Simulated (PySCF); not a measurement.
Species: C₃H₄N₂OS.
SMILES with atom numbers: `[CH3:1][O:2][c:3]1[n:4][cH:5][s:6][n:7]1` (hydrogens: H8, H9, H10 on C1; H11 on C5)

Geometry (GFN2-xTB, Å), atoms numbered from 1 in this order:
```xyz
11
C3H4N2OS angstrom
C     -2.032    0.094   -0.120
O     -0.870    0.904   -0.098
C      0.279    0.254   -0.088
N      1.430    0.973   -0.050
C      2.429    0.161   -0.045
S      1.939   -1.494   -0.087
N      0.366   -1.054   -0.111
H     -2.080   -0.532    0.775
H     -2.035   -0.553   -1.000
H     -2.874    0.782   -0.148
H      3.454    0.468   -0.015
```

Method: TDDFT wB97X-D/def2-SVPD, vertical, gas phase, core orbitals frozen in the response in PySCF.

Transition dipole moments from the ground state, in atomic units and in the frame of the coordinates above (overall signs are arbitrary), for the states with f of 0.002 or more among the lowest 8:

```csv
state,E (eV),μx,μy,μz
S1,5.426,0.167,-0.809,-0.009
S5,6.990,-0.436,0.020,-0.008
S6,7.225,0.049,0.292,0.015
S7,7.238,-0.005,0.018,-0.280
S8,7.575,-0.005,0.008,-0.197
```

Question: What oscillator strength does each state have?

Answer: f = (2/3) ΔE |μ|² with ΔE in hartree (27.2114 eV).

```
state  |μ|² (au)  |μ| (D)      f
   S1      0.683     2.10  0.091
   S5      0.190     1.11  0.033
   S6      0.088     0.75  0.016
   S7      0.079     0.71  0.014
   S8      0.039     0.50  0.007
```

Question: Which bond between heavy atoms lies closest to the direction of the S1 transition dipole?

Answer: C3–N7, at 8° from it; next C5–S6 at 28°.

Question: What angle do the transition dipoles of S1 and S6 make?

Answer: |cos θ| = |μa·μb| / (|μa| |μb|) = 0.93, so θ ≈ 21° (taken between 0 and 90°, since the signs are arbitrary).

Question: How is the summed strength of these states shared among x, y and z?

Answer: (2/3) Σ ΔE μα² gives 0.037 for x, 0.102 for y and 0.021 for z, 0.160 in all.

Question: What peak molar absorption coefficient would the strongest computed level give as a lone Gaussian band 0.5 eV wide at half height?

Answer: ε(max) = 2.175×10⁸ f / FWHM, with the width in cm⁻¹. S1: 2.175×10⁸ × 0.0907 / 4033 ≈ 4900 L mol⁻¹ cm⁻¹.

Hardware: one thread, Intel Xeon at 2.50 GHz (x86_64), shared host. Cost: 2.3 min wall, 75 s CPU (grids of density and orbitals included), 0.74 GiB resident at most.

One conformer stands for the species.
